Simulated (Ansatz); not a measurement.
# A basis-limit estimate, worked out

An elementary step of Si$_{3}$N$_{2}$H$_{9}$ClF, doublet (Si₃N₂H₈Cl ([SiH3][NH][Si]([Cl])[NH][SiH3]) + HF → Si₂NH₄ClF ([F][Si]([Cl])[NH][SiH3]) + SiNH₅ ([NH2][SiH3]) (still joined by a long Si–N bond); bonds formed: Si1–F8, N2–H7; bonds broken: H7–F8; bonds weakened to dative contacts: Si1–N2). “Start” is the structure reached by relaxing down from the saddle towards the reactants; PBE0-D4/def2-TZVP structures. The saddle:

Si1  (0.559, 1.338, 0.368)
N2  (1.611, -0.036, -0.305)
Si3  (1.151, -0.747, -1.874)
N4  (-1.100, 1.012, 0.208)
Si5  (-2.085, -0.182, 1.036)
Cl6  (1.487, 2.144, 2.027)
H7  (1.197, -0.619, 0.641)
F8  (0.399, -0.513, 1.587)
H9  (2.600, 0.182, -0.225)
H10  (-0.038, -1.591, -1.642)
H11  (0.860, 0.338, -2.840)
H12  (2.307, -1.551, -2.335)
H13  (-1.611, 1.700, -0.326)
H14  (-1.827, -1.565, 0.572)
H15  (-2.042, -0.084, 2.510)
H16  (-3.469, 0.174, 0.598)
(Å)

Ansatz 0.2.0; basis: def2-TZVPP and def2-QZVPP; cores frozen in the correlated methods; orbitals are unrestricted.

Energies in eV:

| quantity | saddle | start |
| --- | --- | --- |
| Hartree–Fock, triple zeta (X = 3) | -41908.43768 | -41909.58167 |
| Hartree–Fock, quadruple zeta (X = 4) | -41909.81041 | -41910.95264 |
| MP2 correlation, X = 3 | -34.09624 | -33.67915 |
| MP2 correlation, X = 4 | -36.91011 | -36.48445 |
| CCSD(T) correlation, X = 3 | -37.36145 | -36.96615 |

Task: Work out the barrier at the basis limit: extrapolate Hartree–Fock as E(X) = E∞ + A exp(−7.88 √X) and the MP2 correlation as E(X) = E∞ + B X^−2.97 (the exponents that Neese and Valeev fitted for def2-TZVPP and QZVPP), then add CCSD(T) − MP2 in triple zeta.

Result: Each step is linear, so take the differences first (saddle − start): Hartree–Fock 1.14399 (X = 3) and 1.14223 (X = 4); MP2 correlation -0.41709 and -0.42566; CCSD(T) correlation -0.39530.
Two points give E∞ = E(4) + w [E(4) − E(3)], with w = 1/(exp(7.88 (2 − √3)) − 1) = 0.1377 for Hartree–Fock and w = 1/((4/3)^2.97 − 1) = 0.7407 for the correlation.
Hartree–Fock: 1.14223 + 0.1377 × (-0.00176) = 1.1420 eV.
MP2 correlation: -0.42566 + 0.7407 × (-0.00857) = -0.4320 eV.
CCSD(T) − MP2: -0.39530 − (-0.41709) = 0.0218 eV.
Sum: 1.1420 + (-0.4320) + 0.0218 = 0.7318 eV, or 16.88 kcal/mol. Plain CCSD(T) in triple zeta gives 0.7487 eV, so the larger basis shifts the result by -0.0169 eV.

No T1 diagnostic of these runs exceeds 0.014. ⟨S²⟩ of the unrestricted Hartree–Fock references: 0.75 to 0.76 (a pure state has 0.75).

Steps of this kind, hydrogen fluoride cutting a network bond, underlie vapour etching and the fluorination step of atomic layer etching. Here a small cluster stands in for the surface site.

Labels in which every atom is bracketed show which atoms are joined, not bond orders.

For scale, one of the runs: CCSD(T)/def2-TZVPP, 387 basis functions, launched by `ansatz run in.yaml --threads 5 --pin off --events-out ev --progress --plain --max-ram 66560MiB --backend cuda --devices 0, --max-vram 37GiB`. The run took 110 s on 5 CPU threads of an AMD EPYC 7R13 and a share of one NVIDIA H100 (shared host), with 1.7 GiB of host memory at its peak.
